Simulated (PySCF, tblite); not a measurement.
Isomers of C7H13P, one GFN2-xTB conformer each. Single-point energies are computed at PBE0/pcSseg-1 (PySCF, gas phase, no added dispersion term), electronic only.

Problem. Rank them by PBE0/pcSseg-1 energy, lowest first (kJ/mol).
A. `[CH2:1]=[CH:2]/[CH:3]=[P:4]/[C:5]([CH3:6])([CH3:7])[CH3:8]` with C1–C2–C3–P4 180°
B. `[CH2:1]=[CH:2][P:3]([CH2:4][CH3:5])[C:6](=[CH2:7])[CH3:8]` with C1–C2–P3–C4 -143°, C2–P3–C4–C5 173°, C2–P3–C6–C7 126°
C. `[CH3:1][CH2:2][C:3]1=[CH:4][CH2:5][CH2:6][P:7]1[CH3:8]` with C1–C2–C3–C4 -114°, C3–C4–C5–C6 -14°, C4–C5–C6–P7 19°, C5–C6–P7–C8 81°, C2–C3–P7–C6 -169°
D. `[CH3:1][CH:2]([CH3:3])[C:4]1=[CH:5][CH2:6][CH2:7][PH:8]1` with C1–C2–C4–C5 -2°, C4–C5–C6–C7 -19°, C5–C6–C7–P8 27°, C6–C7–P8–C4 -22°, C2–C4–P8–C7 -167°
E. `[CH3:1][P:2]([CH:3]1[CH2:4][CH2:5]1)[CH:6]1[CH2:7][CH2:8]1` with C1–P2–C3–C4 167°, C1–P2–C6–C7 -97°

Solution. C (0.0), D (15.3), A (100.8), B (111.5), E (120.4).

As drawn, the lowest has a C=C bond outside aromatic rings, which the highest lacks; the highest has a three-membered ring, which the lowest lacks. Neighbours under 10 kJ/mol apart (C=CP(CC)C(=C)C and CP(C1CC1)C1CC1) can change places with a better method, another conformer or zero-point energy. GFN2-xTB itself gives, in the same order: 0.3, 0.0, 118.0, 152.9, 102.4. GFN2-xTB puts CC(C)C1=CCCP1 lowest instead; measured from each level's own lowest isomer, the values differ by up to 41.4 kJ/mol (C=CP(CC)C(=C)C: 152.9 against 111.5).

Problem. Which frontier levels, dipoles and rotational constants go with these structures?

Solution. 
```tsv
SMILES	HOMO (eV, PBE0/pcSseg-1)	LUMO (eV)	dipole (D)	A, B, C (MHz)
CCC1=CCCP1C	-6.30	0.23	1.33	2390, 1404, 1127
CC(C)C1=CCCP1	-6.59	0.19	1.31	2926, 1248, 955.9
C=C/C=P/C(C)(C)C	-6.45	-1.95	1.30	3513, 860.6, 815.1
C=CP(CC)C(=C)C	-6.37	-0.11	1.42	1907, 1480, 1096
CP(C1CC1)C1CC1	-6.67	1.17	1.23	2715, 1223, 926.6
```

Problem. What happens when harmonic zero-point energies from GFN2-xTB frequencies are added?

Solution. 
| SMILES | ZPE (kJ/mol) | electronic (kJ/mol) | with ZPE (kJ/mol) |
| --- | --- | --- | --- |
| CCC1=CCCP1C | 472.5 | 0.0 | 0.0 |
| CC(C)C1=CCCP1 | 471.3 | 15.3 | 14.0 |
| C=C/C=P/C(C)(C)C | 468.0 | 100.8 | 96.3 |
| C=CP(CC)C(=C)C | 463.0 | 111.5 | 102.0 |
| CP(C1CC1)C1CC1 | 469.6 | 120.4 | 117.5 |

The zero-point energies span 9.5 kJ/mol. The order is unchanged.
